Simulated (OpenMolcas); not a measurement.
## F⁺: Slater's ratio, the spin-orbit constant, worked from levels

```json
{
  "Program": "OpenMolcas 26.06",
  "Basis": "ANO-L-VTZP [4s3p2d1f]",
  "Scalar Hamiltonian": "non-relativistic, point nucleus",
  "Active space": "6 electrons in 4 orbitals (2s 2p)",
  "State averaging": "2S+1 = 3 even, 3 roots; 2S+1 = 1 even, 6 roots; 2S+1 = 3 odd, 3 roots; 2S+1 = 1 odd, 3 roots",
  "Spin-orbit coupling": "state interaction with AMFI integrals over the reference wave functions, term energies averaged over their components"
}
```

Methods: CASSCF; SS-CASPT2, IPEA 0.25 Eh, imaginary shift 0.1 Eh (closed shells correlated: 1s). Measured levels: NIST Handbook of Basic Atomic Spectroscopic Data.

**Slater's ratio.** With one set of orbitals, p4 has ¹D - ³P = 6 F2 and ¹S - ¹D = 9 F2 (F2 = F²/25), a ratio of 3/2. Term energies are centres of gravity, weighted by 2J + 1.

| Source | ¹D - ³P | ¹S - ³P | F2 from the first | Ratio |
| --- | --- | --- | --- | --- |
| CASSCF | 22609 | 42132 | 3768 | 0.864 |
| SS-CASPT2 | 20935 | 44619 | 3489 | 1.131 |
| measured | 20705 | 44750 | 3451 | 1.161 |

Energies in cm-1. A ratio away from 3/2 shows effects beyond one configuration with one set of orbitals, and in heavier atoms second-order spin-orbit shifts. In CASSCF the valence s occupation is 1.93 in ¹S against 2.00 in ¹D: mixing out of s² acts most on ¹S and pulls it down.

**The spin-orbit constant.** For the Hund term ³P of p4, E(J) = (A/2) J(J+1) + constant and ζ = -2S·A = -2A. From J = 0 to J = 2 the energy changes by 3 A.

| Source | E(2) - E(0) | A | ζ |
| --- | --- | --- | --- |
| CASSCF | -475.5 | -158.5 | 317 |
| SS-CASPT2 | -475.9 | -158.6 | 317 |
| measured | -489.7 | -163.2 | 326 |

All in cm-1. SS-CASPT2 is off by -2.8 % and CASSCF by -2.9 %. Both methods take the spin-orbit matrix elements from the reference wave functions, so the second can move ζ only through the term energies and any multistate remixing. Second-order mixing with other terms is absorbed into this ζ.

CASPT2 does not keep the components of a term degenerate, so their means are used; among the terms shown or strongly mixed into the levels shown the widest spread is 90 cm-1 (2s² 2p⁴ ¹D, SS-CASPT2). Without dynamic correlation excited terms often stand tens of per cent too high (terms of higher spin than the ground term too low), and those without a measured partner can miss by more than the paired ones (holds for CASSCF). Measured partners are found by configuration, term and J. A level has none where our copy of the source lacks it or the pairing is in doubt (some pairs that miss far off the trend of their configuration count as doubtful), and it then counts in no deviation. Only configurations of the active space appear.
